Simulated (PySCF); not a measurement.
Sn(H)(SeH)3, H4Se3Sn, SMILES [SeH][SnH]([SeH])[SeH], PBE0/def2-SVP optimised geometry.

```
8

Sn    -0.29    -1.22     0.00
Se    -0.99     1.22     0.00
Se    -1.38    -2.39    -1.98
Se     2.25    -1.22     0.00
H     -0.78    -2.10     1.39
H     -2.30     0.89    -0.58
H     -0.87    -1.38    -2.92
H      2.30    -0.23    -1.09
```

Density from PBE0/def2-TZVP, def2 effective core potentials past Kr (PySCF 2.14.0) at that geometry. The core electrons that the potentials of Sn replace are not part of the density.

Minimum of the electron density along straight lines between bonded atoms, close to the bond critical point (lines longer than 1.1 times the sum of covalent radii, or with two minima, are not listed):

| bond | length / Å | ρ at the minimum / e bohr⁻³ | ∇²ρ there / e bohr⁻⁵ | position (fraction from the first atom) |
|---|---|---|---|---|
| Sn1–Se2 | 2.545 | 0.076 | 0.05 | 0.47 |
| Sn1–Se3 | 2.545 | 0.075 | 0.05 | 0.47 |
| Sn1–Se4 | 2.540 | 0.076 | 0.05 | 0.47 |
| Sn1–H5 | 1.714 | ? | ? | 0.63 |
| Se2–H6 | 1.473 | 0.174 | -0.31 | 0.63 |
| Se3–H7 | 1.472 | 0.174 | -0.31 | 0.63 |
| Se4–H8 | 1.472 | 0.174 | -0.31 | 0.63 |

Task: Complete the blanks.

Result: 
- Sn1–H5, ρ at the minimum / e bohr⁻³: 0.114
- Sn1–H5, ∇²ρ there / e bohr⁻⁵: 0.06
